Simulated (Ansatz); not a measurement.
Reaction (ligand exchange at the Si–N bond): `[OH][GeH2][NH][SiH](O)Cl` + HBr → `O[SiH](Cl)Br` + `[NH2][GeH2][OH]`

Gas-phase electronic energies from Ansatz, PBE0-D4/def2-TZVP geometries. CBS: MP2 limit from def2 TZ/QZ plus the TZ coupled-cluster correction, frozen cores. DFT in def2-TZVPP. For Br, Ge outer-core shells are correlated without core-valence functions, which leaves a few kJ/mol of doubt a bond. Scalar relativity is left out up to krypton. One conformer a species, not always the lowest.

Problem. Is it downhill or uphill in electronic energy at CCSD(T)/CBS, and by how much? (Estimate.)

Solution. Ansatz gave: Nearly level: ΔE = -0.9 kJ/mol.

Problem. What do these levels give: PBE-D4, B2PLYP, MP2/def2-TZVPP, CCSD/def2-TZVPP, CCSD(T)/def2-TZVPP, CCSD/CBS(def2)? (An estimate is asked.)

Solution. Computed: PBE-D4 -6.0, B2PLYP -2.6, MP2/def2-TZVPP 1.7, CCSD/def2-TZVPP 4.7, CCSD(T)/def2-TZVPP 6.2, CCSD/CBS(def2) -2.5 kJ/mol.

Largest T1 diagnostic among the species: 0.011.

The D4 term adds +9.3 kJ/mol with B3LYP and +5.5 kJ/mol with PBE0; it sums over pairs of atoms, weighted by their polarisabilities, and B3LYP, whose exchange is more repulsive, gets the larger term. In def2-TZVPP, CCSD(T) changes the Hartree–Fock value by +14.1 kJ/mol (the triples alone add +1.5 kJ/mol) and MP2 by +9.6 kJ/mol.

B3LYP here is the variant with VWN-RPA as its local correlation; programs differ in this.
